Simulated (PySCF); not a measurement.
**How methods differ on the fine-structure interval of V⁴⁺**

V⁴⁺ [Ar] 3d1 [3d3/2^1, M_J = 3/2] → V⁴⁺ [Ar] 3d1 [3d5/2^1, M_J = 5/2], as a difference of total energies. Calculation: PySCF 2.14, in x2c-SVPall-2c (5s5p3d1f, 42 functions); the two-component X2C-1e Hamiltonian. Correlated levels: [Ne] frozen; the 6 highest virtual spinors dropped. "Screened" scales the spin-orbit matrix elements by Boettger's factors to mimic the two-electron term; Breit and QED terms are absent.

```csv
method,fine-structure interval (cm⁻¹)
GHF (screened spin-orbit),721.11
GMP2 (screened spin-orbit),497.94
GHF (bare spin-orbit),1202.0
```

GHF and GMP2 differ strongly here because the two determinants are spin-polarised to different degrees; the interval is a small difference of such terms.
